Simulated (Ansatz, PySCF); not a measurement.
B(F)3(OMe2) (C2H6BF3O), SMILES CO(C)->B(F)(F)F (connectivity only; charge and spin as stated), neutral, multiplicity 1.

The structure is a stationary point at ωB97X-D3(BJ)/def2-SVP. The isomer is the one that the SMILES or the coordinates give; other isomers of the formula were not compared. One conformer was computed; it need not be the lowest.

Vertical ionisation energy (IE) and electron affinity (EA) in eV. Rows of orbital energies are one-electron estimates. Where ΔSCF, EOM or ADC give a negative EA the extra electron is unbound and the value depends on the basis.

| level | IE | EA |
|---|---|---|
| −ε(HOMO), −ε(LUMO), HF/def2-TZVP (PySCF) | 13.80 | -3.34 |
| ΔSCF, CAM-B3LYP/def2-SVPD (Ansatz), final states of multiplicity 2 and 2 | 12.14 | -1.48 |

What vertical singlet–triplet gap does ΔSCF give with CAM-B3LYP/def2-SVPD (Ansatz, a quantum-chemistry and plane-wave program)? (An estimate is asked for; the answer gives what the named calculation found.)

8.64 eV (triplet above singlet where positive).
